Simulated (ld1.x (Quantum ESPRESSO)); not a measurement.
## What the settings do to the TM potential of magnesium

Base potential:

ld1.x (Quantum ESPRESSO) 7.5 input, shortened:

```
&input
   title='Mg', zed=12., rel=0, dft='PZ', iswitch=3,
   config='[Ne] 3s1.75 3p0.25'
 /
 &inputp
   pseudotype=2, tm=.true., lloc=0,
   nlcc=.false.
 /
2
3P  2  1   0.25   0.00  3.15  3.15  0.0
3S  1  0   1.75   0.00  2.55  2.55  0.0
 &test
   configts(1)='3s1.75 3p0.25'
 /
```

All-electron outer shells of the reference configuration (LDA (PZ), non-relativistic, ld1.x):

| shell | level (eV) | outermost node (bohr) | outermost maximum (bohr) |
| --- | --- | --- | --- |
| 3s | -5.05 | 0.91 | 2.50 |
| 3p | -1.60 | 0.95 | 3.46 |

Cutoffs, loose and tight: the cutoffs (Ry, on a coarse ladder) from which the occupation-weighted sum of valence levels, in a spherical-Bessel basis at the reference potential, stays within 10 and 1 mRy of its value at 400 Ry. They do not see the model core or the augmentation charge, which bear on the density cutoff. Test errors are all-electron minus pseudo excitation energies from the reference, over the configurations 3s2 3p0; 3s1 3p0; 3s1.5 3p0; 3s1 3p1; 3s0 3p1; 3s0 3p2 (two spin-polarised tests are not counted in the largest error). A dash means not determined; rows that change the core or the reference have their own tests.

On the changes marked as counting shells twice: ld1.x takes every shell without a wave as core, so the model core holds the marked electrons as well and exchange and correlation see them twice. This cancels in the reference configuration, but the file is broken for other ones, and its errors say nothing about a proper core correction.

```tsv
change	outcome	cutoff, loose	cutoff, tight	bound ghosts	largest test error (meV)
base	generated	6 Ry	18 Ry	none	+102
functional PBEsol	generated	6 Ry	15 Ry	none	+67
reference 3s1.5 3p0	generated	6 Ry	18 Ry	none	+76
core correction a·sin(br)/r model core inside 2.70 bohr	generated	6 Ry	18 Ry	none	+83
wave 3p (bound): rc 3.15 bohr becomes 3p (bound): rc 1.92 bohr	generated	6 Ry	18 Ry	none	+124
core [He], valence charge 10; reference 2s2 2p6 3s1.5 3p0.5; waves now 2p (bound): rc 1.05 bohr; 2s (bound): rc 1.10 bohr; core correction a·sin(br)/r model core inside 0.45 bohr (3p, 3s counted twice)	generated, misses its reference levels by 0.17 eV	160 Ry	260 Ry	none	-1497 over the solved tests; 1 of 9 tests not solved or not reliable
```

**Question.** What comes out with this change to the base: wave 3s (bound): rc 2.55 bohr becomes 3s (bound): rc 2.98 bohr?

**Answer.** outcome: generated; cutoff, loose: 6 Ry; cutoff, tight: 12 Ry; bound ghosts: none; largest test error (meV): +90.
